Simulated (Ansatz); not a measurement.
A nudged elastic band was laid between two geometries of ClGeH3 + H2 (7 atoms, charge 0, multiplicity 1).

Level of theory: Ansatz, RKS PBE0/def2-SVP.

```json
{
  "movable images": "5",
  "climbing image": "yes",
  "spring": "5.0 eV/Å²",
  "optimiser": "quadratic models (default)",
  "start path": "through a guess of the saddle point",
  "force threshold": "0.03 eV/Å",
  "iteration limit": "60",
  "end points": "relaxed"
}
```

Image 0:

```xyz
7
Properties=species:S:1:pos:R:3
Ge 0.549 0.000 -0.161
Cl 0.360 0.000 1.999
H 2.050 0.000 -0.480
H -0.138 1.270 -0.678
H -0.138 -1.270 -0.678
H -3.324 0.000 1.445
H -2.609 0.000 1.711
```

Image 6:

```xyz
7
Properties=species:S:1:pos:R:3
Ge -0.280 0.000 -0.578
Cl -0.518 0.000 3.536
H 0.959 0.000 0.326
H -0.294 1.258 -1.459
H -0.294 -1.258 -1.459
H -1.550 0.000 0.298
H -1.274 0.000 2.494
```

Q: What changes between the two ends?

A: Bonds broken: Ge1–Cl2, H6–H7. Bonds formed: Ge1–H6, Cl2–H7. ClGeH3 + H2 becomes ClH + GeH4.

Q: What energy profile does the band end with?

A: The run converged. The highest image is number 4 of 0 to 6, 50.6 kcal/mol above the first end and 40.5 kcal/mol above the last; the last end lies 10.1 kcal/mol above the first. Neighbouring images differ by up to 1.5 eV, so the band resolves the path poorly. A vibrational analysis at the climbing image gives 2 clearly imaginary modes (1149i, 128i cm⁻¹): a point of higher order, so a lower path passes nearby. The orbitals stay closed-shell, which can raise the energy where a bond breaks towards radicals; this wasn't checked here.

```csv
image,path coordinate (Å),energy (kcal/mol),Ge1–Cl2 (Å),H6–H7 (Å),Ge1–H6 (Å)
0,0.00,0.0,2.17,0.76,4.19
1,0.76,0.1,2.17,0.76,3.56
2,1.52,2.5,2.18,0.76,2.84
3,2.27,19.2,2.27,0.77,2.24
4,3.03,50.6,2.67,0.95,1.79
5,4.01,16.4,3.35,1.49,1.56
6,4.98,10.1,4.12,2.21,1.54
```

Q: What is the geometry of the highest image?

A: 
```xyz
7
Properties=species:S:1:pos:R:3
Ge -0.171 0.000 -0.095
Cl -0.131 0.000 2.571
H 1.344 0.000 0.166
H -0.569 1.297 -0.821
H -0.569 -1.297 -0.821
H -1.801 0.000 0.656
H -1.356 0.000 1.501
```

Time of the run: 63 s on 2 threads of Arm Neoverse V2, with other jobs on the host, peak memory 0.17 GiB.
